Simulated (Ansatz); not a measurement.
Correlation energies of `CC(C)OB(O)F` by basis set

```xyz
15

C     1.020   -1.066   -0.410
C     0.252   -0.046    0.403
C     0.072   -0.462    1.844
O    -1.055    0.121   -0.157
B    -1.290    0.994   -1.152
O    -0.315    1.785   -1.680
F    -2.539    1.075   -1.625
H     1.136   -0.731   -1.442
H     2.016   -1.217    0.013
H     0.495   -2.024   -0.408
H     0.774    0.916    0.360
H    -0.498    0.288    2.395
H    -0.466   -1.412    1.901
H     1.043   -0.584    2.329
H    -0.645    2.363   -2.372
```

Charge 0, multiplicity 1. All single points use the PBE0-D4/def2-TZVP geometry. It is one conformer, not always the lowest. Frozen core, restricted reference, Ansatz. CBS rows extrapolate triple and quadruple zeta; past MP2 they add the triple-zeta difference.

| basis | HF (Eh) | MP2 corr. | CCSD corr. | (T) | CCSD(T) total |
| --- | --- | --- | --- | --- | --- |
| def2-TZVPP | ? | -1.33695 | -1.37657 | ? | ? |
| def2-QZVPP | -392.48224 | ? | – | – | – |
| CBS(def2) | ? | -1.51520 | -1.55482 | as TZ | ? |

Question: Fill in the withheld values. (Estimate.)

Answer: The calculation gave: def2-TZVPP HF (Eh): -392.46393; def2-TZVPP (T): -0.04956; def2-TZVPP CCSD(T) total: -393.89006; def2-QZVPP MP2 corr.: -1.43935; CBS(def2) HF (Eh): -392.48477; CBS(def2) CCSD(T) total: -394.08915.
